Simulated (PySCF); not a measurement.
# Cd⁴⁵⁺: ionisation energy

Cd⁴⁵⁺ [He] 2s1 (2S) → Cd⁴⁶⁺ 1s2 (1S), as a difference of total energies. Computed with PySCF 2.14 in an even-tempered Gaussian basis (19 s from 21 bohr⁻², ratio 2.2; 8 p from 32 bohr⁻², ratio 2.4; 5 d from 95 bohr⁻², ratio 2.4; 5 f from 140 bohr⁻², ratio 2.4; 4 g from 210 bohr⁻², ratio 2.4), with scalar relativity by spin-free X2C-1e. Correlated levels: nothing frozen; virtual orbitals above 40 to 60 times the deepest correlated orbital energy dropped. The calculations carry no spin-orbit coupling.

```tsv
method	ionisation energy (eV)
UHF	7613.7
LDA	7607.2
PBE	7618.1
PBE0	7617.0
r2SCAN	7611.1
MN15	7624.1
BLYP	7618.4
MP2 (all electrons)	7613.9
SCS-MP2 (all electrons)	7613.9
```

For this ion Breit and QED terms and the two-electron picture change, all absent here, outweigh the differences among the correlated methods.

For comparison: 7607.9 eV (theoretical estimate listed by NIST; NIST Atomic Spectra Database, ionization energies).
